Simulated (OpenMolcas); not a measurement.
**Fe: effect of the IPEA shift**

```json
{
  "Program": "OpenMolcas 26.06",
  "Basis": "ANO-RCC-VTZP [6s5p3d2f1g]",
  "Scalar Hamiltonian": "DKH2, point nucleus",
  "Active space": "6 electrons in 5 orbitals (3d)",
  "State averaging": "2S+1 = 5 even, 5 roots; 2S+1 = 3 even, 45 roots; 2S+1 = 1 even, 50 roots (35 in the spin-orbit step)",
  "Spin-orbit coupling": "RASSI with atomic mean-field integrals over the reference wave functions, term energies averaged over their components"
}
```

Methods on the same reference wave functions:
A. CASSCF
B. MS-CASPT2, IPEA 0 Eh, imaginary shift 0.1 Eh (closed shells correlated: 3s 3p 4s)
C. MS-CASPT2, IPEA 0.25 Eh, imaginary shift 0.1 Eh (closed shells correlated: 3s 3p 4s)

Energies in cm⁻¹ above 3d⁶ 4s² ⁵D₄, the measured ground level; measured values from NIST Handbook of Basic Atomic Spectroscopic Data.

```csv
Level,A,B,C,Measured
3d⁶ 4s² ⁵D₄,0.0,0.0,0.0,0.0
3d⁶ 4s² ⁵D₃,425,428,428,416
3d⁶ 4s² ⁵D₂,728,727,727,704
3d⁶ 4s² ⁵D₁,924,920,920,888
3d⁶ 4s² ⁵D₀,1020,1014,1015,978
3d⁶ 4s² ³H₆,21874,18580,19350,19390
3d⁶ 4s² ³H₅,22098,18780,19560,19621
3d⁶ 4s² ³H₄,22269,18940,19720,19788
3d⁶ 4s² ³P₂(1),23940,17320,18300,18378
3d⁶ 4s² ³F₄(1),25054,19520,20590,20641
3d⁶ 4s² ³P₁(1),25181,18560,19540,19552
3d⁶ 4s² ³F₃(1),25286,19720,20800,20874
3d⁶ 4s² ³F₂(1),25459,19860,20950,21039
3d⁶ 4s² ³P₀(1),25713,19090,20070,20038
3d⁶ 4s² ³G₅,27633,22870,23720,23784
3d⁶ 4s² ³G₄,28027,23230,24090,24119
3d⁶ 4s² ³G₃,28207,23400,24260,24339
3d⁶ 4s² ¹I₆,32906,28960,29370,29313
3d⁶ 4s² ¹G₄,34688,29690,30140,29799
3d⁶ 4s² ³D₁,35770,28520,29600,29320
3d⁶ 4s² ³D₂,35803,28550,29620,29357
3d⁶ 4s² ³D₃,35916,28660,29740,29372
3d⁶ 4s² ¹S₀,40315,32540,33530,
3d⁶ 4s² ¹D₂,43203,34870,35120,34637
```

Deviations, from unrounded energies. A percentage is the sum of absolute deviations over the sum of measured energies, with the sign that they share, or ± where signs differ.

```json
{"Against measurement": "mean absolute deviation (cm-1)", "Levels": "22", "A": "3900", "B": "670", "C": "120"}
{"Against measurement": "fine structure of the ground term (%)", "Levels": "4", "A": "+3.7", "B": "+3.4", "C": "+3.5"}
{"Against measurement": "other terms of the ground configuration (%)", "Levels": "18", "A": "+19.8", "B": "±3.4", "C": "±0.6"}
```

C lies closest to measurement on these levels and A furthest from it. The largest miss of C in the table is 3d⁶ 4s² ¹D₂, by +480 cm-1. The ranking rests on the paired levels alone, and a cruder setting can come out closer through cancelling errors.

Between B and C the level of the table that moves most is 3d⁶ 4s² ³F₂(1), by 1100 cm-1 (lowest in B, highest in C). Moves below CASPT2's spread within the term are not significant.

The mean deviations of B to C differ by less than CASPT2's widest spread within a term (1400 cm-1), so their order carries little weight.

From A to B the spin-free energies of the other terms of 3d⁶ 4s² shown, above ⁵D, scale by factors of 0.73 to 0.88, as is usual when dynamic correlation screens the repulsion within a d or f shell.

The lowest spin-free term lies below A's lowest term by 0.535 hartree in B, 0.523 hartree in C.

CASPT2 does not keep the components of a term degenerate, so their means are used; among the terms shown or strongly mixed into the levels shown the widest spread is 1400 cm-1 (3d⁶ 4s² ¹I, C). Some high roots are left out of the spin-orbit mixing, which shifts the levels that they would mix with. With the s shell closed, the reference lacks s² → p², s² → d² and s → d mixing, so excited terms can stand far too high and out of order, with CASPT2 too. The CASPT2 spread within a term exceeds the gap to the next term for 3d⁶ 4s² ³D and 3d⁶ 4s² ¹I, 3d⁶ 4s² ¹I and 3d⁶ 4s² ¹G, so the order of their levels is uncertain (figures for B; the like holds for C). Without dynamic correlation excited terms often stand tens of per cent too high (terms of higher spin than the ground term too low), and those without a measured partner can miss by more than the paired ones (holds for A). Some levels mix across a computed gap that differs much from the measured one, so their mixing is not that of the real levels (holds for B). Computed and measured levels are paired by configuration, term and J; levels that our copy of the source lacks, or whose pairing is in doubt (as where it misses far off the trend of its configuration), stay unpaired and out of the deviations. Levels of configurations outside the active space are missing. The table leaves out levels that lie high or whose names do not pair safely across all columns.

A number in round brackets counts repeated terms of one configuration in the order of the reference energies.
